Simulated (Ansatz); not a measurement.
`OC[CH2][GaH2]` and `OCCN[SiH3]` differ in one atom or group.

Ansatz, PBE0-D4/def2-TZVP geometries, multiplicity 1. Each molecule was computed in one conformer, which needn't be the lowest.

Scalar relativity is left out up to krypton.

```tsv
property	`OC[CH2][GaH2]`
HOMO–LUMO gap (PBE0/def2-TZVPP) / eV	6.93
LUMO energy (PBE0/def2-TZVPP) / eV	-0.34
size of the dipole moment (B3LYP/def2-TZVPP) / D	2.93
size of the dipole moment (PBE/def2-TZVPP) / D	2.91
ideal-gas entropy at 298 K and 1 bar (rigid rotor, harmonic PBE0-D4/def2-TZVP) / J/(mol·K)	322
HOMO energy (PBE0/def2-TZVPP) / eV	-7.27
```

(1) What does the change do to each property? (An estimate is asked.)

## Answers

(1) Ansatz gave: 
```csv
property,`OCCN[SiH3]`,shift
HOMO–LUMO gap (PBE0/def2-TZVPP) / eV,7.25,0.32
LUMO energy (PBE0/def2-TZVPP) / eV,0.47,0.81
size of the dipole moment (B3LYP/def2-TZVPP) / D,1.86,-1.07
size of the dipole moment (PBE/def2-TZVPP) / D,1.83,-1.08
"ideal-gas entropy at 298 K and 1 bar (rigid rotor, harmonic PBE0-D4/def2-TZVP) / J/(mol·K)",354,32
HOMO energy (PBE0/def2-TZVPP) / eV,-6.78,0.49
```

With PBE0 the HOMO rises by 0.49 eV and the LUMO rises by 0.81 eV, so the gap widens by about 0.32 eV. PBE moves the HOMO by 0.66 eV and ωB97M-V by 0.35 eV. The zero-point energy changes by 77.0 kJ/mol with +9 modes. Dipoles are sizes alone; their direction can turn. Modes under 60 cm⁻¹, often nearly free rotors, make the harmonic entropy too high.

B3LYP here is the variant with VWN-RPA as its local correlation; programs differ in this.
